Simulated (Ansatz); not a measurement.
Geometry optimisation, UKS PBE0-D4/def2-SVP (Ansatz).

Input file:

```yaml
crystal:
  periodic: [false, false, false]
  atoms:
    - { symbol: F, position_ang: [-0.6291, -1.5474, 1.3965] }
    - { symbol: Si, position_ang: [-0.6757, -0.2264, 0.2848] }
    - { symbol: Se, position_ang: [1.3781, 0.7035, 0.1933] }
    - { symbol: H, position_ang: [-0.9622, -0.7114, -1.0524] }
    - { symbol: H, position_ang: [0.9388, 1.708, -0.8636] }
magnetization:
  spin_polarized: true
  initial_magnetization: 1
basis:
  gaussian: { orbitals: def2-SVP }
hamiltonian:
  xc: pbe0
  dispersion: d4
relax:
  f_tol: 0.015
  max_steps: 40
output:
  orbitals: {}
```

Launched with:

```bash
$ ansatz run input.yaml --threads 2 --pin off --max-ram 3072MiB --backend cpu --events-out ev --progress --plain --runs-dir out
```

Problem. Where does it end, and by what steps?

Solution. The forces met the threshold. After 9 steps the energy has fallen by 0.219 eV; H4 moved furthest, 0.15 Å.

```tsv
step	energy less start (eV)	largest force component (eV/Å)	accepted
0	0.0000	2.270	yes
1	-0.1000	1.641	yes
2	-0.1512	1.463	yes
3	-0.1745	1.152	yes
4	-0.2132	0.267	yes
5	-0.2182	0.143	yes
6	-0.2190	0.020	yes
7	-0.2192	0.024	yes
8	-0.2194	0.031	yes
9	-0.2195	0.007	yes
```

```xyz
5
Properties=species:S:1:pos:R:3
F -0.582 -1.442 1.329
Si -0.682 -0.217 0.260
Se 1.408 0.699 0.205
H -1.056 -0.823 -1.066
H 0.962 1.709 -0.770
```

Run time: 21 s on 2 threads of Arm Neoverse V2, on a shared host, peak memory 0.2 GiB.
